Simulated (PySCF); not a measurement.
Start geometry of `C=C[SiH2]P` from GFN2-xTB (Å):
```
atom  x, y, z in Å
C1    -2.0295    0.2789    0.7826
C2    -0.8404    0.6036    0.3018
Si3    0.3426   -0.6149   -0.5157
P4     2.4225    0.0999   -0.0649
H5    -2.6865    0.9989    1.2468
H6    -2.4007   -0.7317    0.7317
H7    -0.5169    1.6357    0.3834
H8     0.2095   -1.9605    0.0521
H9     0.0687   -0.6792   -1.9602
H10    3.0324   -0.7604   -0.9586
H11    2.4038    1.1324   -0.9850
```

Q: What comes out of this run: PBE0-D3(BJ)/def2-SVP geometry optimisation, gas phase (PySCF)?

A: 
```
atom  x, y, z in Å
C1    -1.9358    0.3035    0.9656
C2    -0.9905    0.6744    0.0943
Si3    0.2587   -0.5073   -0.6361
P4     2.3164   -0.0259    0.2013
H5    -2.6488    1.0199    1.3892
H6    -2.0422   -0.7359    1.2964
H7    -0.9380    1.7331   -0.1940
H8    -0.0857   -1.9014   -0.2193
H9     0.2443   -0.4241   -2.1306
H10    3.0002   -0.8101   -0.7806
H11    2.4356    1.1798   -0.5595
```

The energy falls by 13.5 kJ/mol over 9 energy and gradient evaluations, the largest force component goes from 0.0270 to 1.9e-04 Eh/bohr, and the atoms move by 0.391 Å rms after alignment. Among the bonds, P4–H10 and P4–H11 change most and about equally (+0.048 Å). Bonds longer at the end by more than 0.005 Å: 9 of 10; shorter: 1. Among the angles that change most is C2–Si3–H8, from 111.6° to 109.1°. Among the dihedrals that turn most is C1–C2–Si3–H8, from -32° to 7°. Rotational constants go from 11917, 1956, 1764 to 9740, 2026, 1840 MHz. The orientation of the end geometry is arbitrary; only internal coordinates are fixed.

The run used 99 basis functions and 62 SCF cycles in all.

Whether it is a minimum is left open (no frequencies). The numbers are those of one conformer.
